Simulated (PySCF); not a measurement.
Si⁸⁺: ionisation energy

Si⁸⁺ [He] 2s2 2p2 [2p1/2^2, M_J = 0] → Si⁹⁺ [He] 2s2 2p1 [2p1/2^1, M_J = 1/2], as a difference of total energies. Calculation: PySCF 2.14, in an uncontracted even-tempered set (18 s from 0.97 bohr⁻², ratio 2.4; 11 p from 1.3 bohr⁻², ratio 2.4; 5 d from 5.7 bohr⁻², ratio 2.6; 5 f from 8.5 bohr⁻², ratio 2.6); the two-component X2C-1e Hamiltonian. Correlated levels: nothing frozen; the 30 highest virtual spinors dropped. "Screened" scales the spin-orbit matrix elements by Boettger's factors to mimic the two-electron term; Breit and QED terms are absent.

```
                    method  ionisation energy (eV)
           GHF (spin-free)                  351.33
          GMP2 (spin-free)                  351.74
 GHF (screened spin-orbit)                  351.05
GMP2 (screened spin-orbit)                  351.46
```

Q: How much does correlation contribute at GMP2 (screened spin-orbit)?

A: 351.46 − (351.05) = 0.41 eV, measured against GHF (screened spin-orbit).

The labels give the starting determinants; with spin-orbit coupling the two ends relaxed to ⟨J²⟩ = 1.84, ⟨L²⟩ = 2.00, ⟨S²⟩ = 2.00 and ⟨J²⟩ = 0.77, ⟨L²⟩ = 2.00, ⟨S²⟩ = 0.75.

The determinant of Si⁸⁺ mixes levels of different J (the jj label is only the starting occupation), so the difference between spin-free and spin-orbit rows is not the physical spin-orbit shift.

For comparison: 351.28 ± 0.06 eV (semi-empirical (NIST evaluation); NIST Atomic Spectra Database, ionization energies).
